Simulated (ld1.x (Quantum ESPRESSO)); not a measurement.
What one change does to a pseudopotential (Tl, TM)

* Element: Tl
* Generator: ld1.x (Quantum ESPRESSO) 7.5
* Type: norm-conserving Troullier–Martins (Kleinman–Bylander form)
* Functional: PBE
* Relativity: scalar-relativistic
* Frozen core: [Xe] 4f14
* Valence charge: 13
* Reference configuration: 5d10 6s1.5 6p0 (charge +1.5)
* Partial waves: 6p (bound, empty): rc 2.85 bohr; 5d (bound): rc 1.95 bohr; 6s (bound): rc 2.10 bohr
* Local potential: the s channel
* Core correction: none

Change: all radii scaled by about 1.35 (s 2.84, p 3.86, d 2.64 bohr).

Cutoffs: the cutoffs (Ry, on a coarse ladder) from which the occupation-weighted sum of valence levels, in a spherical-Bessel basis at the reference potential, stays within 10 and 1 mRy of its value at 400 Ry; they do not see the model core or the augmentation charge, which bear on the density cutoff. Errors are all-electron minus pseudo energies relative to the spin-unpolarised reference configuration.

Problem. How do hardness, ghosts and transferability respond?

Solution. The potential gets softer (50 Ry and 80 Ry → 40 Ry and 60 Ry); of the 7 tests that both files solve, the error grows in 3 and shrinks in 3 by more than 15 % and 0.3 meV (median size 9.2 → 6.5 meV); neither file shows a bound ghost. A larger radius leaves more room for a smooth pseudo-wave, so fewer plane waves are needed.

```tsv
quantity	base	changed
cutoff, loose	50 Ry	40 Ry
cutoff, tight	80 Ry	60 Ry
loose cutoff by channel (10 mRy a level)	d 40 Ry, s 15 Ry	d 35 Ry, s 8 Ry
bound ghosts	none	none
error for 5d10 6s2 6p1, meV [ΔE -14.42 eV]	+13	+9.6
error for 5d10 6s2 6p0, meV [ΔE -9.26 eV]	+5.0	+4.7
error for 5d10 6s1 6p0, meV [ΔE 11.52 eV]	-2.0	-5.2
error for 5d9 6s2 6p1, meV [ΔE 6.81 eV]	-145	+62
error for 5d9 6s0 6p0, meV [ΔE 93.45 eV]	-64	-317
error for 5d10 6s2 6p0.5, meV [ΔE -12.57 eV]	+9.2	+6.5
error for 5d10 6s1 6p1, meV [ΔE -0.98 eV]	+1.8	-2.7
```
